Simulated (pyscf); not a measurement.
H₃C–C⁺=CH–CH₃ (SMILES C[C+]=CC) → H₂C⁺–CH=CH–CH₃ (SMILES [CH2+]C=CC) (hydrogen shift; singlet surface; C–H broken, C–H formed). PySCF, gas phase, ωB97X-D3(BJ)/def2-SVP geometries. Correlated levels are frozen-core, on RHF or UHF. ΔMP2 is the change of the MP2 total energy from the triple- to the quadruple-zeta basis. Energies in kcal/mol from the reactant's lowest minimum found.

```json
[
 {"level": "PBE/def2-TZVP", "barrier": "17.5", "reaction energy": "-16.6"},
 {"level": "r²SCAN/def2-TZVP", "barrier": "18.8", "reaction energy": "-17.4"},
 {"level": "B3LYP-D3(BJ)/def2-TZVP", "barrier": "18.6", "reaction energy": "-19.3"},
 {"level": "PBE0-D3(BJ)/def2-TZVP", "barrier": "18.2", "reaction energy": "-17.9"},
 {"level": "HF/def2-TZVP", "barrier": "22.4", "reaction energy": "-21.9"},
 {"level": "CCSD(T)/def2-TZVPP", "barrier": "18.2", "reaction energy": "-19.0"},
 {"level": "CCSD(T)/def2-TZVPP + ΔMP2(QZVPP)", "barrier": "18.1", "reaction energy": "-19.0"}
]
```

On the product side the descent ends in a point that may be a rotor saddle (no frequency run), 3.0 kcal/mol over the lowest minimum found and 34.6 kcal/mol under the saddle at ωB97X-D3(BJ)/def2-TZVP. One saddle was located; it need not be the lowest between these sides. The CCSD(T) − MP2 part came from Ansatz, without density fitting, on the same reference.
